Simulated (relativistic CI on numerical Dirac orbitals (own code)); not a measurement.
Fe7+: K-beta X-ray emission

Computed with this model: Dirac-Coulomb-Breit CI, KLI orbitals optimised for each configuration, QED by a radiative potential, valence Slater integrals scaled by 0.9, multiplet model of X-ray emission after core ionisation; configurations [Ar] 3d → 1s 2s2 2p6 3s2 3p6 3d → [Ne] 3s2 3p5 3d; 80 K; Lorentzian 1.6 eV and Gaussian 1 eV FWHM. Energies are those of the free ion, without screening or charge transfer. S is read from ⟨S²⟩ = S(S + 1).

Field parameters in Wybourne normalisation: D3d B²₀ = −7Dσ, B⁴₀ = −14Dq − 21Dτ, B⁴₃ = −14√(10/7) Dq; D4h B²₀ = −7Ds, B⁴₀ = 21(Dq − Dt), B⁴₄ = 21√(5/14) Dq; Td as Oh with Dq negative (B⁴₀ = 21Dq, B⁴₄ = √(5/14) B⁴₀). The field is a parameter set, without covalency.

Computed curve for Td, 10Dq = -10150 cm⁻¹, scaled to 100 at the maximum (points under 2 are left out and the grid is thinned):

```json
{"Energy (eV)": "7056.0", "Intensity": "2.3"}
{"Energy (eV)": "7056.8", "Intensity": "4.4"}
{"Energy (eV)": "7057.4", "Intensity": "8.1"}
{"Energy (eV)": "7058.2", "Intensity": "13.3"}
{"Energy (eV)": "7058.8", "Intensity": "11.3"}
{"Energy (eV)": "7059.6", "Intensity": "5.5"}
{"Energy (eV)": "7060.2", "Intensity": "3.3"}
{"Energy (eV)": "7061.0", "Intensity": "2.1"}
{"Energy (eV)": "7067.4", "Intensity": "2.2"}
{"Energy (eV)": "7068.2", "Intensity": "2.6"}
{"Energy (eV)": "7068.8", "Intensity": "3.0"}
{"Energy (eV)": "7069.6", "Intensity": "3.7"}
{"Energy (eV)": "7070.2", "Intensity": "4.4"}
{"Energy (eV)": "7071.0", "Intensity": "5.9"}
{"Energy (eV)": "7071.6", "Intensity": "7.6"}
{"Energy (eV)": "7072.4", "Intensity": "11.7"}
{"Energy (eV)": "7073.0", "Intensity": "17.7"}
{"Energy (eV)": "7073.8", "Intensity": "34.9"}
{"Energy (eV)": "7074.4", "Intensity": "58.4"}
{"Energy (eV)": "7075.2", "Intensity": "93.6"}
{"Energy (eV)": "7075.8", "Intensity": "98.0"}
{"Energy (eV)": "7076.6", "Intensity": "68.1"}
{"Energy (eV)": "7077.2", "Intensity": "53.6"}
{"Energy (eV)": "7078.0", "Intensity": "66.5"}
{"Energy (eV)": "7078.6", "Intensity": "87.4"}
{"Energy (eV)": "7079.4", "Intensity": "93.8"}
{"Energy (eV)": "7080.0", "Intensity": "82.7"}
{"Energy (eV)": "7080.8", "Intensity": "83.8"}
{"Energy (eV)": "7081.4", "Intensity": "81.8"}
{"Energy (eV)": "7082.2", "Intensity": "53.5"}
{"Energy (eV)": "7082.8", "Intensity": "31.3"}
{"Energy (eV)": "7083.6", "Intensity": "15.8"}
{"Energy (eV)": "7084.2", "Intensity": "10.7"}
{"Energy (eV)": "7085.0", "Intensity": "7.1"}
{"Energy (eV)": "7085.6", "Intensity": "5.5"}
{"Energy (eV)": "7086.4", "Intensity": "4.2"}
{"Energy (eV)": "7087.0", "Intensity": "3.5"}
{"Energy (eV)": "7087.8", "Intensity": "2.8"}
{"Energy (eV)": "7088.4", "Intensity": "2.4"}
{"Energy (eV)": "7089.2", "Intensity": "2.0"}
```

The ground state has S = 0.50, and the centroid lies at 7077.33 eV.
